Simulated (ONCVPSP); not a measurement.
**phosphorus: excitation energies, all-electron against ONCV**

P (Z = 15), optimised norm-conserving Vanderbilt (ONCV), made with ONCVPSP 4.0.1 (PBE, fully relativistic). Core [Ne], reference 3s2 3p2.5 (charge +0.5). Waves: 3s: rc 1.35 bohr, ncon 5, nbas 9, qcut 5.6 1/bohr, 1 projector; 3p: rc 1.50 bohr, ncon 4, nbas 9, qcut 6 1/bohr, 2 projectors, debl 3.1 Ha. Local part: polynomial inside 1.10 bohr (lpopt 4, dvloc0 6 Ha). Core correction: Teter function fitted to the true core (icmod 2), fcfact 0.55.

Open shells are filled in proportion to 2j + 1.

Energies are relative to the spin-unpolarised reference configuration 3s2 3p2.5; without spin polarisation the order of configurations can differ from experiment.

Question: Give the all-electron excitation energy and the error of the potential for: 3s2 3p3; 3s2 3p2; 3s2 3p1; 3s1 3p0.

Answer:

```csv
valence configuration,charge,ΔE all-electron (eV),error AE − PS (meV)
3s2 3p3,0,-3.775,+0.4
3s2 3p2,+1,5.955,+1.0
3s2 3p1,+2,25.102,+18
3s1 3p0,+4,106.847,+252
```

Levels in the configuration 3s2 3p1:

```
   level  all-electron (eV)  pseudo (eV)
3s j=1/2            -33.955      -33.916
3p j=3/2            -24.248      -24.213
3p j=1/2            -24.327      -24.292
```
